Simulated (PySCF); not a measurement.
## Worked example for trifluoroacetic acid: proton affinity at atom O1

Structure: `O=C(O)C(F)(F)F` (C2HF3O2). Optimised structure (Å), atoms numbered from 1:
```
O     0.6434    1.1235   -1.1757
C     0.4312    0.1965   -0.4544
O     1.1739   -0.8956   -0.3407
C    -0.7727    0.1198    0.5018
F    -1.5531    1.1702    0.3359
F    -1.4781   -0.9830    0.2718
F    -0.3488    0.0929    1.7625
H     1.9227   -0.8061   -0.9514
```

Energies: ωB97X-D3(BJ)/def2-TZVP (PySCF, density fitting, integration grid level 2) on PBE0-D3(BJ)/def2-SVP structures. ωB97X-D3(BJ) is ωB97X-V with D3(BJ) in place of VV10. Thermal corrections: PBE0-D3(BJ)/def2-SVP frequencies, unscaled, ideal gas at 298.15 K and 1 bar, quasi-RRHO entropy.

Step: `OC(=[OH+])C(F)(F)F` → `O=C(O)C(F)(F)F` + H⁺.

```tsv
species	charge	multiplicity	E / Eh
OC(=[OH+])C(F)(F)F	1	1	-527.384362
O=C(O)C(F)(F)F	0	1	-527.101148
```

Thermal terms, products less reactant: Δ(H − E) = -26.69 kJ/mol, Δ(G − E) = -58.70 kJ/mol (the bare proton has no electronic energy, H = 5/2 RT). 1 Eh = 2625.50 kJ/mol.

Q: What are ΔE, ΔH and ΔG of this step?

A: ΔE = 0.283214 Eh = 743.58 kJ/mol; ΔH = 716.9 kJ/mol; ΔG = 684.9 kJ/mol, all in the gas phase at 298.15 K and 1 bar. The digits show the arithmetic; the method itself can be off by 10 kJ/mol or more.
